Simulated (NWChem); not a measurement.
# C2H5FSi2; SMILES C#C[SiH2][SiH2]F

```xyz
10

C     -1.1234    -2.7636    -0.2022
C     -0.2714    -1.9174    -0.0036
Si     0.9713    -0.5995     0.2745
Si     0.0967     1.4724    -0.4020
F     -1.1472     1.8712     0.5750
H     -1.8738    -3.5153    -0.3744
H      2.1940    -0.8862    -0.5377
H      1.3480    -0.5590     1.7188
H      1.1322     2.5427    -0.2902
H     -0.4093     1.4132    -1.8041
```
Atoms are numbered in this order, from 1.

All runs: NWChem. The geometry was optimised at PBE0/def2-SVP. Level: PBE0/def2-SVP with SMD (1 M gas to 1 M solution), gas-phase geometry. Reactions with the solvent are ignored.

For solvent water:

```
Item                                         Result
-------------------------------------------  ------
solvation free energy (kcal/mol)                1.7
cavity-dispersion-structure term (kcal/mol)     6.1
dipole in solution (D)                         1.59
```

Q: Estimate the same quantities for solvent toluene.

A: The solvation free energy (kcal/mol) comes out as -1.5 and the cavity-dispersion-structure term (kcal/mol) is 1.0. The dipole in solution (D) is 1.45.
